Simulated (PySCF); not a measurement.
# What a mistake does to a calculation on AlF2

These are calculations, not measurements. They come from PySCF 2.14.0, an open-source quantum chemistry program, on an isolated molecule that a program drew, which may never have been made. The molecule is AlF2 (charge 0, doublet), drawn as the SMILES string `[F][Al][F]`.

Each row is a Hartree-Fock (HF) and frozen-core CCSD(T) single point in the cc-pV(D+d)Z basis, meant for a local HF minimum. Run 1 is clean. Each other run has one planted mistake out of seven kinds, and not every kind appears here: one electron removed, one electron added, multiplicity raised by two, geometry at a saddle point, minimal basis STO-3G, one bond length entered in bohr, all coordinates scaled. The reference is restricted for singlets and unrestricted otherwise, and also for a bond in bohr. Adding or removing an electron swaps singlet and doublet. Electrons count all cores. HOMO and LUMO are orbital energies over both spins, the gradient is its largest component, and the lowest frequency (negative if imaginary) is given only where the gradient is small. Bond lengths are over the 2 bonds as drawn. T1 is the CCSD diagnostic: over 0.02 (restricted) or 0.045 (unrestricted) a single reference is doubtful.

Geometry of the clean run:
```xyz
3
AlF2, angstrom
F     0.7364   -3.9079    2.4446
Al    0.4883   -3.2542    0.9517
F     1.3436   -3.8957   -0.3031
```

| run | electrons | basis functions | <S^2> | HOMO (eV) | LUMO (eV) | gradient (hartree/bohr) | lowest frequency (cm^-1) | mean bond (Å) | longest bond (Å) | T1 | HF (hartree) | CCSD(T) (hartree) | mistake |
|---|---|---|---|---|---|---|---|---|---|---|---|---|---|
| 1 | 31 | 51 | 0.751 | -10.06 | 0.13 | 2.7e-05 | 259 | 1.6485 | 1.649 | 0.0170 | -440.92548 | -441.35461 | no fault |
| 2 | 30 | 51 | 0.000 | -23.66 | -9.33 | 5.4e-02 | - | 1.6485 | 1.649 | 0.0219 | -440.56859 | -441.00728 | one electron removed |
| 3 | 31 | 51 | 0.792 | -9.29 | 0.70 | 8.2e-03 | - | 2.3819 | 3.115 | 0.0264 | -440.80284 | -441.21135 | one bond length entered in bohr |
| 4 | 31 | 19 | 0.758 | -5.12 | 7.27 | 1.9e-02 | - | 1.6485 | 1.649 | 0.0201 | -435.10410 | -435.17156 | ? |
| 5 | 32 | 51 | 0.000 | -0.96 | 7.40 | 4.8e-02 | - | 1.6485 | 1.649 | 0.0155 | -440.93862 | -441.39649 | ? |

**Which mistake was planted in run 4, and what did it cost?**

It has 19 basis functions where the clean run has 51, with the same electrons and geometry. So the mistake is: minimal basis STO-3G. Subtracting run 1 and multiplying by 627.51 kcal/mol a hartree, the energy moved by 3653.0 kcal/mol in HF and 3879.9 kcal/mol in CCSD(T).

**Which mistake was planted in run 5, and what did it cost?**

It counts 32 electrons, one more than the clean run, at the same geometry and basis. So the mistake is: one electron added. Subtracting run 1 and multiplying by 627.51 kcal/mol a hartree, the energy moved by -8.2 kcal/mol in HF and -26.3 kcal/mol in CCSD(T).

Cautions from the logs. Run 2: T1 is over the limit, so its CCSD(T) energy is less reliable.
